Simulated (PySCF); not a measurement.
## Mg⁺ (magnesium, charge +1) across methods

[Ne] 3s1, 2S determinant. Computed with PySCF 2.14 in x2c-TZVPPall with one added diffuse shell each of s, p, d type (6s5p4d, 41 functions), with the spin-free X2C one-electron Hamiltonian (Gaussian nucleus).

| method | E (hartree) | mean ε 2p α (eV) | mean ε 2p β (eV) | mean ε 3s α (eV) | Σ⟨r²⟩ (bohr²) | ⟨S²⟩ |
| --- | --- | --- | --- | --- | --- | --- |
| r2SCAN | -200.0717 | -57.117 | -56.992 | -12.094 | 13.76 | 0.750 |
| BLYP | -200.1094 | -55.813 | -55.690 | -11.869 | 13.69 | 0.750 |
| PBE0 | -199.9928 | -59.892 | -59.733 | -12.738 | 13.82 | 0.750 |
| B3LYP | -200.1175 | -59.243 | -59.111 | -12.650 | 13.70 | 0.750 |
| B97-3 | -200.0743 | -60.195 | -60.087 | -12.732 | 13.75 | 0.750 |
| PBE | -199.9737 | -55.833 | -55.671 | -11.942 | 13.81 | 0.750 |
| BHandHLYP | -200.1023 | -63.933 | -63.788 | -13.461 | 13.74 | 0.750 |
| UHF | -199.66964 | -70.941 | -70.779 | -14.748 | 14.04 | 0.750 |
| LDA | -199.1436 | -55.961 | -55.816 | -12.025 | 13.72 | 0.750 |
